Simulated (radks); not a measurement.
Effect of the nuclear size on the krypton ion Kr2+, [Ar] 3d10 4s2 4p4. Method: Dirac Kohn-Sham, relativistic LDA (MacDonald-Vosko exchange, VWN5 correlation), spin-unpolarised, spherical densities, finite nucleus; open shells fill j = l - 1/2 first; Fermi nuclear charge, rms radius 4.1884 fm; computed with a radial shooting solver on a logarithmic mesh with Libxc functionals. The rms radius is varied about that value; shifts are against it.

rms radius (fm)	total energy shift (eV)	density at nucleus (e/bohr^3)	1s1/2 shift (meV)	2s1/2 shift (meV)	3p1/2 shift (meV)	4s1/2 shift (meV)
3.3507	-0.225	4.98e+04	-94.8	-9.61	0.152	-0.186
3.958	-0.0663	4.914e+04	-28.0	-2.84	0.045	-0.055
4.1884	0	4.892e+04	0.000	0.000	0.000	0.000
4.3434	0.0466	4.878e+04	19.7	1.99	-0.032	0.039
5.0303	0.272	4.821e+04	115	11.6	-0.184	0.225

Slopes of the eigenvalues against <r^2> in GHz/fm^2, as finite differences over the two radii next to the reference (eigenvalue slopes, not the field-shift constants of lines): 1s1/2 3600, 2s1/2 365, 3p1/2 -5.78, 4s1/2 7.06.
